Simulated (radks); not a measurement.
The numbers below are computed, except where a source is named.
Isoelectronic series with 20 electrons, all held in the configuration [Ar] 4s2, which need not be the ground one along the series. Level of theory: Dirac Kohn-Sham, LDA (Slater exchange, Perdew-Wang correlation), spin-unpolarised, spherical densities, finite nucleus; Fermi nuclear charge, rms radius of each element as measured or else 0.836 A^(1/3) + 0.57 fm (a radial shooting solver on a logarithmic mesh with Libxc functionals). Total energies (hartree) and mean radii <r> (bohr):

ion    E (hartree)   4s1/2   3p3/2   3p1/2
Ca      -678.69488   3.973   1.277   1.268
Ti2+    -850.50658   2.654   1.042   1.035
Cr4+   -1043.05861   2.079  0.8845  0.8778
Fe6+   -1256.40398   1.730  0.7697  0.7632
Ni8+   -1490.64276   1.489  0.6821  0.6757
Zn10+  -1745.90069   1.310  0.6128  0.6063
Ge12+  -2022.32452   1.172  0.5565  0.5499
Se14+  -2320.07932   1.060  0.5098  0.5031
Kr16+  -2639.34663  0.9684  0.4703  0.4635
Sr18+  -2980.32533  0.8914  0.4366  0.4295
Zr20+  -3343.23131  0.8258  0.4074  0.4001
Mo22+  -3728.29646  0.7691  0.3818  0.3743
Ru24+  -4135.77664  0.7196  0.3592  0.3515
Pd26+  -4565.94354  0.6759  0.3392  0.3312
Cd28+  -5019.08808  0.6371  0.3212  0.3130
Sn30+  -5495.52764  0.6024  0.3050  0.2966
Te32+  -5995.59466  0.5711  0.2903  0.2816
Xe34+  -6519.65811  0.5427  0.2770  0.2680
Ba36+   -7068.1023  0.5169  0.2648  0.2555
Ce38+   -7641.3464  0.4932  0.2535  0.2440
Nd40+   -8239.8366  0.4715  0.2432  0.2334
Sm42+   -8864.0194  0.4514  0.2337  0.2236
Gd44+   -9514.4544  0.4329  0.2248  0.2144
